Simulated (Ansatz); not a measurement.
Consider the cleavage of the B–Si bond: `OB(F)[SiH2][SiH3]` + CH₃SH → `CSB(O)F` + disilane.

Gas-phase electronic energies from Ansatz, PBE0-D4/def2-TZVP geometries. CCSD(T)/CBS is the MP2 limit (def2-TZVPP, def2-QZVPP) plus CCSD(T) − MP2 in def2-TZVPP, frozen cores. This one scheme is used for every species. DFT in def2-TZVPP. B3LYP here is the variant with VWN-RPA as its local correlation; programs differ in this. One conformer a species, not always the lowest.

Q: Is it downhill or uphill in electronic energy at CCSD(T)/CBS, and by how much? (Best estimate.)

A: Ansatz gave: Downhill: ΔE = -0.82 eV.

Q: What do these levels give: PBE-D4, r2SCAN-D4, B3LYP-D4, HF/def2-TZVPP, CCSD/def2-TZVPP, MP2/CBS(def2)? (An estimate is asked.)

A: Computed: PBE-D4 -0.76, r2SCAN-D4 -0.85, B3LYP-D4 -0.81, HF/def2-TZVPP -0.88, CCSD/def2-TZVPP -0.82, MP2/CBS(def2) -0.89 eV.

Largest T1 diagnostic among the species: 0.014.

From PBE to PBE0 (25 % exact exchange), in def2-TZVPP and without D4, ΔE moves by −0.04 eV.
